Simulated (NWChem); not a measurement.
Si₂H₃F, singlet; SMILES [SiH3][Si]F

```xyz
6

Si     0.7174    -0.8632     0.0000
F     -0.7994    -1.5412     0.0000
Si    -0.1281     1.4397     0.0000
H     -1.0006     1.6506     1.2162
H     -1.0006     1.6506    -1.2162
H      0.9465     2.4985     0.0000
```
Atoms are numbered in this order, from 1.

Program: NWChem. Low-valent species are run as closed-shell singlets; no triplet was tried in these runs. Geometry: optimised at PBE-D3(BJ)/def2-SVP.

### Question
What does the run give for PW6B95/def2-SVP? Quantities: highest occupied level (eV); orbital gap (eV); dipole (D).

### Answer
```json
{
 "highest occupied level (eV)": "-6.54",
 "orbital gap (eV)": "3.58",
 "dipole (D)": "1.10"
}
```
